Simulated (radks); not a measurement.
Values are calculated unless marked as measured or tabulated.
Charge is removed step by step from the 1s down level of the magnesium ion Mg3+, starting from 1s(up 1, down 1) 2s2 2p5. Code: a radial shooting solver on a logarithmic mesh with Libxc functionals. Model: non-relativistic Kohn-Sham, TPSS, spin-polarised, spherical densities, point nucleus; open shells are filled with parallel spins first; meta-GGA in the generalised Kohn-Sham scheme.

\begin{tabular}{lrrr}
removed (e) & E - E(0) (eV) & eigenvalue (eV) & E minus straight line (eV) \\ \hline
0 & 0.000 & -1319.8 & 0.000 \\
0.25 & 333.48 & -1347.8 & -9.298 \\
0.5 & 673.76 & -1374.0 & -11.790 \\
0.75 & 1020.2 & -1396.3 & -8.155 \\
1 & 1371.1 & -1408.1 & 0.000 \\
\end{tabular}

Removing the whole electron costs 1371.1 eV by Delta-SCF, against 1319.8 eV from minus the eigenvalue at the starting occupation. Slater's transition state (half an electron removed) gives 1374.0 eV. Integrating minus the eigenvalue over the occupation (Janak's theorem) gives 1371.0 eV. The mean slope of the eigenvalue, de/dn, is 88.3 eV per electron.
